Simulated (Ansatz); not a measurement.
Start from `N[Si@@H](Cl)[Si@@H](N)Cl` and change one atom or group (the configuration at a centre changes too) to get `N[Si@H](Cl)[Si@@H](N)O`.

Ansatz, PBE0-D4/def2-TZVP geometries, multiplicity 1. Each molecule was computed in one conformer, which needn't be the lowest.

| property | `N[Si@@H](Cl)[Si@@H](N)Cl` |
| --- | --- |
| HOMO–LUMO gap (ωB97M-V/def2-TZVPP) / eV | 11.34 |
| HOMO–LUMO gap (B3LYP/def2-TZVPP) / eV | 7.08 |
| LUMO energy (ωB97M-V/def2-TZVPP) / eV | 1.49 |
| size of the dipole moment (ωB97M-V/def2-TZVPP) / D | 0.56 |
| HOMO energy (PBE/def2-TZVPP) / eV | -6.44 |
| HOMO energy (ωB97M-V/def2-TZVPP) / eV | -9.84 |

(1) What does the change do to each property? (Estimate.)

## Answers

(1) Computed: 
```
                                          property  `N[Si@H](Cl)[Si@@H](N)O`  shift
           HOMO–LUMO gap (ωB97M-V/def2-TZVPP) / eV                     11.17  -0.17
             HOMO–LUMO gap (B3LYP/def2-TZVPP) / eV                      6.99  -0.09
             LUMO energy (ωB97M-V/def2-TZVPP) / eV                      1.57   0.08
size of the dipole moment (ωB97M-V/def2-TZVPP) / D                      2.24   1.68
                 HOMO energy (PBE/def2-TZVPP) / eV                     -6.20   0.24
             HOMO energy (ωB97M-V/def2-TZVPP) / eV                     -9.59   0.25
```

With PBE0 the HOMO rises by 0.26 eV and the LUMO rises by 0.19 eV, so the gap narrows by about 0.07 eV. PBE moves the HOMO by 0.24 eV and ωB97M-V by 0.25 eV. Dipoles are sizes alone; their direction can turn.

B3LYP here is the variant with VWN-RPA as its local correlation; programs differ in this.
